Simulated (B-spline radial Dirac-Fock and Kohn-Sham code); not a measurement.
**Compton profile of C⁺**

System: carbon as C⁺, [He] 2s2 2p1, inside a Watson sphere of charge -1 and radius 1.8 Å (a model of the Madelung potential; inside it an electron's potential energy is raised by 8.0 eV).

Input file task.json (cfg lists n, l and occupation; rrms is the nuclear radius in fm):

```json
{"items": [{
  "Z": 6,
  "q": 1,
  "cfg": [[1, 0, 2], [2, 0, 2], [2, 1, 1]],
  "A": 12,
  "rrms": 2.4702,
  "watson": [-1, 1.8],
  "do": ["scatter"],
  "s": [0.0, 0.05, 0.1, 0.15, 0.2, 0.25, 0.3, 0.35, 0.4, 0.45, 0.5, 0.6, 0.7, 0.8, 0.9, 1.0, 1.1, 1.2, 1.4, 1.6, 1.8, 2.0, 2.5, 3.0, 3.5, 4.0, 5.0, 6.0],
  "pz": [0, 0.1, 0.15, 0.22, 0.32, 0.47, 0.68, 1.0, 1.5, 2.2, 3.2, 4.7, 6.9, 10.0, 15.0, 22.0, 32.0, 47.0, 69.0, 100.0, 150.0],
  "hv_scatter": [1000, 5000, 8047.8, 10000, 50000, 100000, 200000, 1000000]
}]}
```

Command: `python xray_run.py task.json out`

Model: the impulse approximation on relativistic Hartree-Fock (Dirac-Fock) wave functions, averaged over the configuration. Program: a B-spline atomic structure program. pz is in atomic units of momentum; subshell profiles are per electron, for a selection of subshells; open shells are spread over both j values by their weights.

```csv
pz,J total,J 1s1/2,J 2s1/2,J 2p3/2
0,2.179,0.153,0.732,0.410
0.1,2.148,0.153,0.716,0.410
0.15,2.110,0.152,0.698,0.410
0.22,2.035,0.152,0.661,0.408
0.32,1.890,0.151,0.592,0.404
0.47,1.620,0.149,0.468,0.385
0.68,1.221,0.146,0.297,0.336
1,0.7477,0.138,0.119,0.234
1.5,0.3958,0.123,0.0222,0.105
2.2,0.2434,0.0978,0.00880,0.0301
3.2,0.1487,0.0641,0.00744,0.00562
4.7,0.06773,0.0303,0.00320,0.000687
6.9,0.02095,0.00964,0.000800,6.43e-05
10,0.004709,0.00220,0.000150,5.49e-06
15,0.0006721,0.000317,1.90e-05,< 1e-6
22,8.718e-05,4.13e-05,2.32e-06,< 1e-6
32,1.057e-05,5.01e-06,< 1e-6,< 1e-6
```

J(0) = 2.179. The 2s1/2 subshell gives the largest part, 67 %.

Mean momentum ⟨p⟩ by subshell (a.u.): 1s1/2 4.78, 2s1/2 1.19, 2p1/2 1.57, 2p3/2 1.57.

Values without a named source are computed, but for edge energies of neutral atoms, which are taken from tables.
